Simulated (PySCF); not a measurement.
A side-by-side comparison of computed properties.

First species: C8H11OP.
SMILES: `OCPCc1ccccc1`

Second species: C8H11OP.
SMILES: `C(/C)=C\P=C=C(C=C)OC`

Levels: PBE0/pcSseg-1 for dipole moment, HOMO energy, LUMO energy and HOMO–LUMO gap; GFN2-xTB for rotational constant A and rotational constant C. Geometries: GFN2-xTB. Each structure is a single optimised conformer of the isolated species, non-relativistic unless stated. Electronic properties by PySCF.

Dipoles, sizes and rotational constants follow the conformer. The torsions of the flexible species, by atom-mapped SMILES:
- `[OH:1][CH2:2][PH:3][CH2:4][c:5]1[cH:6][cH:7][cH:8][cH:9][cH:10]1`: O1–C2–P3–C4 74°, C2–P3–C4–C5 168°, P3–C4–C5–C6 84°, H–O1–C2–P3 63°
- `[CH2:1]=[CH:2][C:3](=[C:4]=[P:5]/[CH:6]=[CH:7]/[CH3:8])[O:9][CH3:10]`: C1–C2–C3–C4 -178°, C4–P5–C6–C7 180°, C2–C3–O9–C10 179°

| property | column X | column Y |
| --- | --- | --- |
| dipole moment | 0.86 D | 1.80 D |
| HOMO energy | -6.89 eV | -6.28 eV |
| LUMO energy | -0.26 eV | -1.61 eV |
| HOMO–LUMO gap | 6.63 eV | 4.67 eV |
| rotational constant A | 3.392 GHz | 2.116 GHz |
| rotational constant C | 0.479 GHz | 0.434 GHz |

Q: Which column belongs to which species?

A: Column X is the first species and column Y the second. The first has 21 atoms and 82 electrons, the second 21 and 82.

Q: How does each property change from the first species to the second?

A: dipole moment +0.94 D; HOMO energy +0.61 eV; LUMO energy -1.35 eV; HOMO–LUMO gap -1.96 eV; rotational constant A -1.276 GHz; rotational constant C -0.045 GHz.

On the first: A dipole of 0.86 D is allowed in C1, and pure rotational transitions are dipole-allowed. The dipole matches unit charges of opposite sign 0.18 Å apart (1 e·Å = 4.8032 D).

On the second: A dipole of 1.80 D is allowed in C1, and pure rotational transitions are dipole-allowed. The dipole matches unit charges of opposite sign 0.38 Å apart (1 e·Å = 4.8032 D).
